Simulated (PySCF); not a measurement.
C4H9NS, SMILES C/N=C(\C)SC.

Geometry: PBE-D3(BJ)/def2-SVP. The structure was generated by enumeration; whether it is a known compound was not checked.

Calculation: PBE-D3(BJ)/def2-SVP (PySCF).

Frequencies are harmonic and unscaled.

```tsv
mode	ν (cm⁻¹)	IR (km/mol)	moving atoms (share of kinetic energy)
1	57	1.0	H 97 %
2	89	0.0	H 97 %
3	113	5.4	H 44 %, C 34 %, S 12 %, N 10 %
4	149	0.5	H 80 %, S 10 %, C 9 %
5	190	4.8	C 62 %, H 28 %
6	233	2.3	N 36 %, C 29 %, H 24 %, S 12 %
7	277	0.6	C 57 %, H 34 %
8	366	4.6	C 49 %, H 23 %, S 15 %, N 14 %
9	451	6.1	S 47 %, C 27 %, N 14 %, H 12 %
10	513	0.6	C 54 %, H 25 %, N 19 %
11	681	13.4	C 43 %, H 27 %, N 21 %, S 9 %
12	725	1.7	C 52 %, S 33 %, H 12 %
13	916	3.1	H 53 %, C 37 %
14	934	3.1	H 82 %, C 16 %
15	935	4.5	H 63 %, C 27 %
16	967	2.9	H 64 %, C 36 %
17	1044	2.0	H 40 %, C 36 %, N 23 %
18	1049	0.3	H 71 %, C 22 %
19	1116	50.2	C 48 %, H 37 %, N 15 %
20	1144	47.9	C 57 %, H 36 %
21	1273	1.5	H 85 %, C 14 %
22	1320	18.7	H 78 %, C 22 %
23	1360	27.3	H 87 %, C 12 %
24	1369	10.3	H 96 %
25	1390	13.1	H 96 %
26	1393	6.0	H 96 %
27	1397	13.3	H 94 %
28	1409	6.6	H 92 %
29	1427	10.3	H 97 %
30	1668	187.3	C 55 %, N 43 %
31	2904	75.6	H 97 %
32	2968	4.2	H 97 %
33	2968	33.3	H 91 %, C 9 %
34	2987	14.1	H 98 %
35	3041	27.6	H 91 %, C 9 %
36	3047	3.6	H 91 %, C 9 %
37	3082	4.1	H 91 %, C 9 %
38	3097	2.1	H 90 %, C 10 %
39	3109	1.9	H 90 %, C 10 %
```
